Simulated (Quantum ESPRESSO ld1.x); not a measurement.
Values are calculated unless marked as measured or tabulated.
Question: The mean radii <r> (bohr) of the occupied orbitals of an atom or ion are listed with their occupations. Code: ld1.x of Quantum ESPRESSO 7.5. Model: scalar-relativistic Kohn-Sham, LDA (Slater exchange, Perdew-Zunger correlation), spin-polarised, spherical densities, point nucleus.

orbital  occ.      <r>
1s up       1  0.02233
1s down     1  0.02233
2s up       1  0.09516
2s down     1  0.09515
2p up       3  0.08391
2p down     3  0.08390
3s up       1   0.2488
3s down     1   0.2487
3p up       3   0.2469
3p down     3   0.2467
3d up       5   0.2243
3d down     5   0.2242
4s up       1   0.5327
4s down     1   0.5330
4p up       3   0.5518
4p down     3   0.5524
4d up       5   0.5666

Name the element and its charge. Open shells, if any, are filled with parallel spins first.

Answer: Z = 63, europium, charge +22: Eu22+ in [Kr] 4d5. The 1s radius gives Z: for a bare nucleus <r> = (2 gamma + 1)/(2Z) with gamma = sqrt(1 - (Z/c)^2), 0.02203 bohr for Z = 63, and screening makes it slightly larger (0.02233 here). The occupations add up to 41, and the charge is Z minus that.
